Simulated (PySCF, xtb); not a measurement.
H5InO3Si, SMILES [OH][In]([OH])[O][SiH3]. One conformer was computed; it need not be the lowest.

Harmonic wavenumbers (cm⁻¹) from GFN2-xTB in xtb at its own minimum, in rising order: 33, 64, 81, 100, 129, 139, 154, 191, 343, 426, 449, 585, 594, 680, 729, 746, 779, 810, 868, 2151, 2184, 2209, 3612, 3634.

**Question.** What does PBE-D3(BJ)/def2-SVP (PySCF 2.14.0) give at its own minimum? (An estimate is asked for; the answer gives what the named calculation found.)

**Answer.** 28, 53, 62, 108, 127, 142, 145, 254, 446, 557, 592, 693, 701, 807, 851, 909, 916, 928, 967, 2134, 2135, 2164, 3699, 3701. Paired by order, the mean absolute difference is 73 cm⁻¹ and the zero-point energies are 31.0 and 33.1 kcal/mol.
